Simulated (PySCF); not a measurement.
Br₂Sn, triplet, at a GFN2-xTB geometry (such geometries of metal compounds can be far from the true shape) (the spin is typed, not shown lowest) (core potentials on Sn). Base run: HF/def2-SVP in PySCF.

PySCF was given this input:
```python
from pyscf import gto, scf

mol = gto.M(
    atom='''
Sn   -0.025257    0.003540    1.259447
Br    0.858151    1.385749   -0.886660
Br   -0.822070   -1.390806   -0.912550
''',
    basis='def2-svp',
    ecp={'Sn': 'def2-svp'},
    charge=0,
    spin=2,
    verbose=4,
    symmetry=True,
)

mf = scf.UHF(mol)
mf.kernel()
mf.analyze()
```

Variants of this job, named by their change:

```tsv
change	ΔE vs base (mEh)	point group used	SCF cycles
base	0.000	C2v	17
irrep_nelec = A1:(17, 17) A2:(6, 6) B1:(9, 7) B2:(15, 15)	512.4	C2v	21
irrep_nelec = A1:(19, 17) A2:(6, 6) B1:(7, 7) B2:(15, 15)	95.350	C2v	16
symmetry_subgroup = C2	0.000	C2	17
symmetry = off	0.000	C1	17
symmetry_subgroup = Cs	0.000	Cs	17
irrep_nelec = A1:(18, 17) A2:(7, 6) B1:(7, 7) B2:(15, 15)	464.9	C2v	17
irrep_nelec = A1:(18, 17) A2:(6, 6) B1:(7, 7) B2:(16, 15)	53.310	C2v	16
```

Open shells are given as the SCF converged; they aren't shown to be the lowest states, and a large step between rows can be another state.
